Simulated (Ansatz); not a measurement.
`[SiH3][SiH]([SiH3])[SiH3]` + `[OH][GaH2]` → `[SiH3][O][GaH2]` + `[SiH3][SiH2][SiH3]` at 700 K and 1 bar (cleavage of the Si–Si bond).

Calculated with Ansatz (gas phase, PBE0-D4/def2-TZVP geometries, no zero-point term in ΔE). CCSD(T)/CBS adds triple-zeta CCSD(T) − MP2 to the extrapolated MP2 energy (def2 sets, frozen cores). For Ga outer-core shells are correlated without core-valence functions, which leaves a few kJ/mol of doubt a bond. Scalar relativity is left out up to krypton.

```csv
species,CCSD(T)/CBS energy (Eh),H − E (kJ/mol),S (J/(mol·K))
`[SiH3][SiH]([SiH3])[SiH3]`,-1162.31205,330.8,578.8
`[OH][GaH2]`,-2000.92981,111.5,322.8
`[SiH3][O][GaH2]`,-2291.24790,176.8,427.2
`[SiH3][SiH2][SiH3]`,-872.02658,258.7,476.9
```

H − E and S are ideal-gas, rigid-rotor, harmonic terms from PBE0-D4/def2-TZVP. 1 Eh = 2625.50 kJ/mol, R = 8.31446 J/(mol·K).

Task: By hand: ΔE, ΔH, ΔS and ΔG.

Result: ΔE = (-2291.24790) + (-872.02658) − (-1162.31205) − (-2000.92981) = -0.03262 Eh = -85.6 kJ/mol. Δ(H − E) = 176.8 + 258.7 − 330.8 − 111.5 = -6.8, so ΔH = -92.4 kJ/mol. ΔS = 427.2 + 476.9 − 578.8 − 322.8 = 2.5 J/(mol·K). ΔG = -92.4 − 700 × (2.5)/1000 = -94.2 kJ/mol.

Task: By hand: the equilibrium constant, and the temperature at which ΔG would vanish if ΔH and ΔS stayed fixed.

Result: log₁₀ K = −ΔG/(RT ln 10) = 7.0. ΔH and −TΔS have one sign here, so there is no such temperature. One of them is within its doubt of zero, so this could turn.

The number of gas molecules stays the same, so ΔS is small and ΔH decides. A doubt of 5 kJ/mol in ΔE shifts log₁₀ K by 0.4 here. These are equilibria of isolated gas molecules and say nothing of rates. Largest T1 diagnostic: 0.015 (customary marks: 0.02 for closed shells, 0.045 for open ones).
